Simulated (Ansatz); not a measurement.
This geometry of AlCl2F + H4Si (9 atoms, charge 0, multiplicity 1) is a first-order saddle point.

The calculation used RKS PBE0-D4/6-31G* (Ansatz).

```xyz
9
Properties=species:S:1:pos:R:3
Al -0.030 -0.303 -0.058
F 0.140 0.364 1.661
Cl 1.654 0.139 -1.217
Cl -1.954 0.092 -0.783
Si 0.154 -2.632 1.014
H -0.438 -3.272 -0.198
H 1.545 -3.124 1.191
H -0.677 -3.040 2.183
H 0.158 -0.742 1.737
```

(1) Which two structures does it join? (They come from a converged band through this point; their orientation in space is the band's.)

(2) How far does it lie above each of them?

Results:

(1) Bonds broken: Si5–H9. Bonds formed: Al1–Si5, F2–H9. AlCl2F + H4Si becomes AlCl2FH4Si.

Image 0:

```xyz
9
Properties=species:S:1:pos:R:3
Al -0.042 0.201 0.176
F 0.219 1.258 1.412
Cl 1.571 -0.293 -1.069
Cl -1.989 -0.030 -0.555
Si 0.170 -2.791 1.090
H -0.254 -3.044 -0.302
H 1.600 -3.081 1.328
H -0.727 -3.430 2.081
H 0.004 -1.306 1.369
```

Image 10:

```xyz
9
Properties=species:S:1:pos:R:3
Al 0.131 -0.708 0.033
F 0.180 0.486 1.656
Cl 1.634 0.169 -1.160
Cl -1.838 0.142 -0.293
Si 0.263 -3.000 0.821
H -0.167 -3.942 -0.253
H 1.651 -3.362 1.229
H -0.633 -3.208 1.997
H -0.670 0.907 1.500
```

(2) 174.0 kJ/mol above the first and 49.9 kJ/mol above the second. This is the barrier of this one path; another mechanism may lie lower. The orbitals stay closed-shell, which can raise the energy where a bond breaks towards radicals; this wasn't checked here.

Run time: 8.6 min on 2 threads of Arm Neoverse V2 (shared host), peak memory 0.23 GiB.
